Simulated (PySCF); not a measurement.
A PySCF script (with the pyscf-properties extension) for the NMR shieldings of `ClC(/C(C(C)C)=C\Cl)=O`, C$_{6}$H$_{8}$Cl$_{2}$O, on a GFN2-xTB geometry:

```python
import basis_set_exchange as bse
import numpy as np
from pyscf import gto, dft
from pyscf.prop import nmr

atoms = """
C    -1.745421    0.256741    0.562752
C    -0.492515   -0.497226    0.132846
C    -0.574964   -0.880161   -1.348490
C     0.799320    0.263794    0.365661
C     0.848006    1.582905    0.550410
Cl    2.255459    2.487345    0.898732
C     1.971735   -0.626299    0.382153
O     2.057152   -1.681263    0.922477
Cl    3.321723   -0.041081   -0.602388
H    -1.928264    1.113343   -0.080959
H    -1.661805    0.594868    1.592066
H    -2.603333   -0.407064    0.489313
H    -0.415129   -1.417280    0.722784
H    -0.599324    0.013503   -1.967986
H    -1.477492   -1.456819   -1.533669
H     0.283563   -1.479637   -1.640552
H    -0.045709    2.186362    0.544941
"""
names = dict.fromkeys(["C", "Cl", "O", "H"], "pcSseg-1")
basis = {el: gto.basis.parse(bse.get_basis(n, elements=[el], fmt="nwchem")) for el, n in names.items()}
mol = gto.M(atom=atoms, basis=basis, charge=0, verbose=0)
mf = dft.RKS(mol, xc="PBE0")
mf.grids.level = 2
mf.grids.alignment = dft.numint.BLKSIZE   # the property module wants whole blocks of grid points
mf.conv_tol = 1e-9
mf.kernel()

calc = nmr.RKS(mf)   # GIAO
C = mf.mo_coeff
Co = C[:, mf.mo_occ > 0]
resp = mf.gen_response(singlet=True, hermi=2)
def vind(x):   # induced exchange potential for any number of trial vectors
    d = np.einsum("pi,xij,qj->xpq", C, 2 * x.reshape(-1, C.shape[1], Co.shape[1]), Co, optimize=True)
    return np.einsum("xpq,pi,qj->xij", resp(d - d.transpose(0, 2, 1)), C, Co, optimize=True).ravel()
mo1, _ = nmr.rhf.solve_mo1(calc, with_cphf=vind)
sigma = calc.kernel(mo1)
for i, s in enumerate(sigma):   # ppm
    print("%2d %-2s %9.2f" % (i, mol.atom_pure_symbol(i), np.trace(s) / 3))
```

Question: What are the results?

Answer: 
```
 0 C     165.29
 1 C     148.43
 2 C     161.61
 3 C      32.10
 4 C      47.94
 5 Cl    715.05
 6 C       6.69
 7 O    -271.70
 8 Cl    436.94
 9 H      30.78
10 H      30.67
11 H      30.40
12 H      28.71
13 H      31.07
14 H      30.57
15 H      30.25
16 H      25.22
```

These numbers come from an equivalent density-fitted implementation of the same equations, which agrees with the script to about 0.01 ppm for H and up to a few tenths of a ppm for heavy atoms, so last digits may differ.

Question: Turn these shieldings into chemical shifts. δ = σ(ref) − σ, references computed at the same level: $^{13}$C (σref 186.93), $^{1}$H (σref 31.72) vs TMS; HCl for $^{35}$Cl (σref 949.78); $^{17}$O (σref 336.08) vs H2O.

Answer: Averaging equivalent atoms: C 6: 180.2; C 3: 154.8; C 4: 139.0; C 1: 38.5; C 0/2: 23.5; Cl 8: 513; Cl 5: 235; O 7: 607.8; H 16: 6.50; H 12: 3.01; H 9/10/11/13/14/15: 1.09 ppm. Unscaled 17O shifts of doubly bonded oxygen tend to come out too high, by tens of ppm or more. Experimental scales use liquid or dissolved standards, which lie at an offset from isolated H2O (liquid H2O: subtract about 36 ppm).

Size and cost of the density-fitted run: 207 basis functions, 37 s wall time on 1 thread of an Arm Neoverse V2, shared host; peak memory 0.89 GiB.
